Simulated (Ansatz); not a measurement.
Cartesian coordinates in Å:
```
C -0.877 -0.510 -0.899
Ge 0.258 0.602 0.164
F 1.417 1.433 -0.792
F -0.627 1.828 0.977
C 1.264 -0.299 1.527
N 1.839 -0.897 2.324
H -0.275 -1.259 -1.413
H -1.606 -1.005 -0.258
H -1.395 0.108 -1.632
```

Total charge 0; spin multiplicity 1.

(1) List the PBE0/def2-TZVPP orbital energies in eV (Ansatz 0.2.0). (An estimate is asked.)

Results:

(1) Computed: Occupied: -10862.43, -1360.52, -1210.36, -1210.36, -1210.32, -674.08, -674.08, -392.26, -279.58, -279.49, -173.41, -123.24, -123.23, -123.13, -36.58, -36.32, -36.03, -35.99, -35.99, -33.06, -32.38, -26.04, -21.20, -17.34, -14.45, -13.85, -13.05, -12.75, -12.75, -12.33, -12.17, -11.92, -11.22, -10.56, -10.54, -10.35. Lowest empty: -1.08, -0.88, 0.08, 1.21, 2.07, 2.30, 2.45, 2.79.
